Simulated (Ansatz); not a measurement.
Question: Name a neutral molecule of B, C, Cl, Si and H with HOMO–LUMO gap (B3LYP/def2-TZVPP) between 4.15 and 4.45 eV and HOMO energy (PBE0/def2-TZVPP) between -6.95 and -6.65 eV (Ansatz, PBE0-D4/def2-TZVP geometry).

Answer: `ClB[SiH]1C[SiH2]1` (4.18 eV, -6.65 eV). Other molecules can fit too; these were computed, each in one conformer that needn't be the lowest.

B3LYP here is the variant with VWN-RPA as its local correlation; programs differ in this.
